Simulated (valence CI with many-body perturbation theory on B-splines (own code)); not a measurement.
The numbers below are computed, except where a source is named.
# Sensitivity of CI+MBPT for Sm49+

Method: valence CI with perturbative core correlation (CI+MBPT): three valence electrons over a frozen Dirac-Fock core [Ne], radial functions for each j: 6 s, 6 p, 5 d, 3 f, 1 g, with the one-electron correlation potential Σ1, the two-electron term Σ2, the three-electron term Σ3, Breit, model QED; selected CI, second order for the rest, scaled by the run's own slope (own B-spline code, finite nucleus).

No measured spectrum was set against this ion. As an estimate, large intervals hold to a few tenths of a per cent, small ones and those within an open d or f shell to about a per cent.

The reference run has the lowest level (3s^2 3p1/2) J=1/2 and an ionisation energy of 4338.60 eV. Its largest variational space holds 2790 state functions.

Levels are named by their leading jj configuration (3d3/2^4 stands for four electrons in 3d with j = 3/2), which in mixed levels can hold well under half, so a name can repeat and another be missing. Letters in brackets count levels of one name in rising energy.

Changed runs:
A. scale of Σ1 1 → 0
B. averaging of valence orbitals over low configurations on → off
C. correlating orbitals by l 3 3 3 2 1 → 3 2 5 1 1; box radius (bohr) 1.6858 → 2.19
D. box radius (bohr) 1.6858 → 0.26 (bad on purpose)

Excitation energies of the reference run in cm⁻¹, and shifts in cm⁻¹:

```tsv
Level	Reference	A	B	C
(3s 3p1/2^2) J=1/2	1017670	+1983	+9.4	+1.0
(3s^2 3p3/2) J=3/2	1271280	-935	+0.2	-5.9
(3s 3p1/2 3p3/2) J=3/2 [a]	2106170	+1054	+14	-42
(3s 3p1/2 3p3/2) J=5/2	2218530	+1020	+12	-13
(3s 3p1/2 3p3/2) J=3/2 [b]	2363520	+1011	+18	+16
(3s 3p1/2 3p3/2) J=1/2	2430290	+1058	+7.8	+21
(3s^2 3d3/2) J=3/2	2769250	+867	+53	+84
(3s^2 3d5/2) J=5/2	2997050	+8.2	+62	+71
(3p1/2^2 3p3/2) J=3/2	3380700	+2938	+30	+0.4
(3s 3p3/2^2) J=5/2	3480680	+110	+11	-8.9
(3s 3p1/2 3d3/2) J=3/2 [a]	3492780	+2835	+55	+31
(3s 3p1/2 3d3/2) J=5/2	3574890	+2795	+64	+51
Ionisation energy (eV)	4338.60	-1.09	-0.00027	-0.0064
```

Run D: It gave no result. The program said: "need at least one array to concatenate".
